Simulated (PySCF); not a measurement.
# Deuteron quadrupole couplings in `O=C[C@@]12CC[C@@H]1C[C@H]2F`

C7H9FO.
Numbering: `[O:1]=[CH:2][C@@:3]12[CH2:4][CH2:5][C@@H:6]1[CH2:7][C@H:8]2[F:9]` (hydrogens: H10 on C2; H11, H12 on C4; H13, H14 on C5; H15 on C6; H16, H17 on C7; H18 on C8)

Structure used (PBE0-D3(BJ)/def2-SVP), in Å, numbered top down from 1:
```xyz
18
C7H9FO angstrom
O     -1.1617    2.5036   -1.4465
C     -0.3053    1.6562   -1.4538
C     -0.0180    0.7567   -0.2980
C     -0.7398    1.0325    1.0273
C     -1.2767   -0.4152    1.0618
C     -0.5832   -0.7224   -0.2774
C      0.8548   -1.2562   -0.1814
C      1.4037    0.1750   -0.1542
F      2.2201    0.4498   -1.2234
H      0.3083    1.4664   -2.3678
H     -1.5212    1.7919    0.8865
H     -0.0899    1.3414    1.8603
H     -0.9335   -1.0386    1.9020
H     -2.3727   -0.4802    1.0153
H     -1.2095   -1.1147   -1.0906
H      1.0876   -1.9012    0.6792
H      1.1864   -1.7561   -1.1028
H      1.9282    0.4934    0.7624
```

Level: PBE0/pcSseg-1 (PySCF, non-relativistic); Q(2H) = 0.00286 b; rigid geometry, the same for H and D, with no vibrational averaging.

Question: Rank these positions by the coupling χzz of a deuteron there, largest first.
A. H17 (methylene hydrogen)
B. H18 (methine hydrogen)
C. H10 (formyl hydrogen)

Answer: A (195 kHz), B (184 kHz), C (169 kHz).

Q: Tabulate Vzz, the asymmetry η and χzz = 234.96 MHz × Q × Vzz for every hydrogen position.

A: 
| atom | bonded to | bond length (Å) | Vzz (au) | η | χzz (kHz) |
| --- | --- | --- | --- | --- | --- |
| H10 | C2 | 1.117 | 0.2520 | 0.02 | 169 |
| H11 | C4 | 1.099 | 0.2863 | 0.02 | 192 |
| H12 | C4 | 1.101 | 0.2913 | 0.01 | 196 |
| H13 | C5 | 1.101 | 0.2903 | 0.01 | 195 |
| H14 | C5 | 1.099 | 0.2928 | 0.00 | 197 |
| H15 | C6 | 1.099 | 0.2927 | 0.01 | 197 |
| H16 | C7 | 1.100 | 0.2909 | 0.01 | 196 |
| H17 | C7 | 1.099 | 0.2901 | 0.01 | 195 |
| H18 | C8 | 1.103 | 0.2742 | 0.08 | 184 |

Q: How does χzz go with the bond length over the 9 C–H bonds?

A: A straight-line fit has a slope of -14.9 kHz for each 0.01 Å, with a correlation coefficient of -0.95, over lengths from 1.099 to 1.117 Å. The longer bonds have the smaller couplings here.

Q: A static deuteron (I = 1) shows a doublet split by (3/2)χ, (3/4)χ(1 + η) and (3/4)χ(1 − η) with the field along z, y and x of the gradient. What are these for H10?

A: With |χ| = 169.3 kHz and η = 0.019: 254, 129 and 125 kHz, to first order and without motion.

The structure is a single PBE0-D3(BJ)/def2-SVP conformer in the gas phase; no vibrational or solvent corrections. With a basis this small, the couplings can be 20 % off.
